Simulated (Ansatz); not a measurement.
Cost and result for the atomization energy of CH6OSiZn (10 atoms, 8 bonds).

```csv
atom,x (Å),y (Å),z (Å)
C1,0.973,0.405,-0.931
O2,0.469,0.352,0.384
Si3,-0.475,-0.886,0.911
Zn4,-2.039,2.594,0.260
H5,1.601,-0.464,-1.155
H6,0.163,0.452,-1.669
H7,1.580,1.306,-1.028
H8,-0.849,-0.563,2.307
H9,0.272,-2.174,0.856
H10,-1.695,-1.023,0.067
```

Total charge 0; spin multiplicity 1. For Zn the d shell is correlated and the shells below it are frozen. Scalar relativity is left out up to krypton. The bonds changed during the relaxation, so this is another structure than the one it started from. The structure was optimised at the PBE0-D4/def2-TZVP level. It is one conformer, not always the lowest. Program: Ansatz. All runs use 4 threads of an Arm Neoverse N1 on a shared host. Times are those of one run each, without the atoms' runs, and a repeat can differ threefold. Electronic energies, without spin–orbit coupling; frozen cores. CCSD(T)/CBS adds CCSD(T) − MP2 in def2-TZVPP to the MP2 limit, and its time is that of the two runs behind it. T1 = 0.013. With those shells the extrapolation isn't a true limit. B3LYP takes the VWN-RPA correlation (the form of Gaussian; ORCA's B3LYP/G).

CCSD(T)/CBS is a level of theory with its own doubt, some kJ/mol a heavy atom from the limit and from the frozen cores, so smaller differences don't rank the functionals.

```csv
level,functions,wall time
PBE-D4/def2-TZVPP (with forces),252,4.3 s
PBE0-D4/def2-TZVPP,252,5 s
r2SCAN-D4/def2-TZVPP (with forces),252,8.5 s
B3LYP-D4/def2-TZVPP (with forces),252,8.5 s
B2PLYP/def2-TZVPP,252,10 s
ωB97X-V/def2-TZVPP,252,14 s
ωB97M-V/def2-TZVPP (with forces),252,21 s
MP2/def2-QZVPP,464,38 s
CCSD(T)/def2-TZVPP,252,4.2 min
CCSD(T)/CBS(def2),–,4.8 min
```

Task: What atomization energy does each give, and how far from CCSD(T)/CBS? (An estimate is asked.)

Result: Computed: 
```csv
level,atomization (kcal/mol),difference from CCSD(T)/CBS,per bond
PBE-D4/def2-TZVPP (with forces),747.1,0.5,0.1
PBE0-D4/def2-TZVPP,738.1,-8.5,-1.1
r2SCAN-D4/def2-TZVPP (with forces),743.6,-3.0,-0.4
B3LYP-D4/def2-TZVPP (with forces),746.2,-0.4,-0.1
B2PLYP/def2-TZVPP,736.2,-10.4,-1.3
ωB97X-V/def2-TZVPP,747.2,0.6,0.1
ωB97M-V/def2-TZVPP (with forces),746.1,-0.5,-0.1
MP2/def2-QZVPP,743.5,-3.1,-0.4
CCSD(T)/def2-TZVPP,727.9,-18.7,-2.3
CCSD(T)/CBS(def2),746.6,0.0,0.0
```

In def2-TZVPP, CCSD(T) changes the Hartree–Fock value by +174.7 kcal/mol (the triples alone add +8.0 kcal/mol) and MP2 by +179.2 kcal/mol; breaking electron pairs costs correlation energy, which Hartree–Fock lacks. The D4 term adds +8.1 kcal/mol with B3LYP and +4.4 kcal/mol with PBE0; it sums over pairs of atoms, weighted by their polarisabilities, and B3LYP, whose exchange is more repulsive, gets the larger term. From PBE to PBE0 (25 % exact exchange), in def2-TZVPP and without D4, the atomization energy moves by −8.3 kcal/mol: exact exchange takes away binding that semilocal exchange gives to molecules.
